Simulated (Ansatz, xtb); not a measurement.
## Relative energy of two isomers of C4H3N3O

We compare I, `N#Cn1cc(O)cn1`, a singlet, with II, `N#Cc1n[nH]cc1O`, a singlet. Both are isolated molecules in the gas phase, relaxed with B3LYP/def2-SVP; the shapes shown needn't be the lowest conformers.

I (Å):

```xyz
11

C    -0.9200    1.2129   -1.1681
C     0.8476    0.9589    0.4987
C     0.8386    1.0912    1.8685
C    -0.5087    1.4373    2.2032
N    -1.2956    1.1961   -2.2661
N    -0.4546    1.2244    0.0958
N    -1.2786    1.5152    1.1347
O     1.9019    0.9202    2.6800
H     1.6341    0.7084   -0.2071
H     1.6405    1.0683    3.5978
H    -0.9277    1.6290    3.1923
```

II (Å):

```xyz
11

C    -1.0485    0.0499   -0.5464
C    -0.1385    0.8161    0.2415
C     0.8901    1.8461    1.9260
C    -0.2143    1.0560    1.6466
N    -1.8031   -0.5779   -1.1656
N     0.9352    1.4182   -0.2919
N     1.5258    2.0203    0.7258
O    -1.1870    0.5753    2.4435
H     2.3744    2.5490    0.5595
H     1.2573    2.2808    2.8525
H    -1.0453    0.8582    3.3559
```

Quicker runs give these differences E(II) − E(I): GFN2-xTB +0.154 eV; HF/STO-3G −0.537 eV (at GFN2-xTB geometries); r2SCAN-D4/def2-SVP −0.706 eV (at GFN2-xTB geometries).

Estimate E(II) − E(I) at the level CCSD(T)/def2-SVP + ΔMP2/def2-TZVPP.

Calculated at CCSD(T)/def2-SVP + ΔMP2/def2-TZVPP: E(II) − E(I) = −0.664 eV, so structure II lies lower.

How the difference moves with the method:

```tsv
level	geometry	E(II) − E(I) (eV)	departure from the last row (eV)	job, with rough time for the two
GFN2-xTB	GFN2-xTB	+0.154	+0.818	optimisation, 0.12 s
HF/STO-3G	GFN2-xTB	−0.537	+0.126	single point, 0.44 s
r2SCAN-D4/def2-SVP	GFN2-xTB	−0.706	−0.043	single point, 5.3 s
B3LYP/def2-SVP	B3LYP/def2-SVP	−0.651	+0.013	optimisation, 48 s
HF/def2-SVP	B3LYP/def2-SVP	−0.631	+0.033	part of the CCSD(T) run
MP2/def2-SVP	B3LYP/def2-SVP	−0.771	−0.107	part of the CCSD(T) run
CCSD(T)/def2-SVP	B3LYP/def2-SVP	−0.666	−0.002	single point
CCSD(T)/def2-SVP + ΔMP2/def2-TZVPP	B3LYP/def2-SVP	−0.664		single point, 96 s
```

As drawn, II has 1 C–C, 1 N–H in place of 1 C–N, 1 C–H.

GFN2-xTB puts the two in the other order. The largest departure from CCSD(T)/def2-SVP + ΔMP2/def2-TZVPP is that of GFN2-xTB, 0.818 eV. The last row adds to CCSD(T) the change of the MP2 difference between the two basis sets, here +0.002 eV.

With thermal terms from frequencies at re-optimised GFN2-xTB minima (ideal gas, soft modes damped towards free rotors, one conformer each, 298.15 K, 1 atm): the zero-point term adds +0.008 eV; ΔH is −0.655 and ΔG −0.657 eV.

The correlated steps freeze 8 core orbitals. Codes used: Ansatz 0.2.0, xtb 6.7.1; the last row on 2 threads of Arm Neoverse V2 on a shared host.
